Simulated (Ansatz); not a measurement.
Consider the isomerisation: `C[NH][Al]([CH3])[SiH3]` → `C[SiH](N)[CH2][AlH2]`.

Calculated with Ansatz (gas phase, PBE0-D4/def2-TZVP geometries, no zero-point term in ΔE). CCSD(T)/CBS adds triple-zeta CCSD(T) − MP2 to the extrapolated MP2 energy (def2 sets, frozen cores). Each species was taken in one conformer, which may not be the lowest.

```json
{"species": "`C[NH][Al]([CH3])[SiH3]`", "MP2/def2-QZVPP energy (Eh)": "-667.81178"}
{"species": "`C[SiH](N)[CH2][AlH2]`", "MP2/def2-QZVPP energy (Eh)": "-667.82983"}
```

(1) Work out ΔE.

Largest T1 diagnostic among the species: 0.012.

Results:

(1) ΔE = (-667.82983) − (-667.81178) = -0.01805 Eh = -0.49 eV. CCSD(T)/CBS gives -0.38 eV.

The D4 term adds −0.09 eV with B3LYP and −0.05 eV with PBE0; it sums over pairs of atoms, weighted by their polarisabilities, and B3LYP, whose exchange is more repulsive, gets the larger term. From PBE to PBE0 (25 % exact exchange), in def2-TZVPP and without D4, ΔE moves by −0.10 eV.

B3LYP here is the variant with VWN-RPA as its local correlation; programs differ in this.
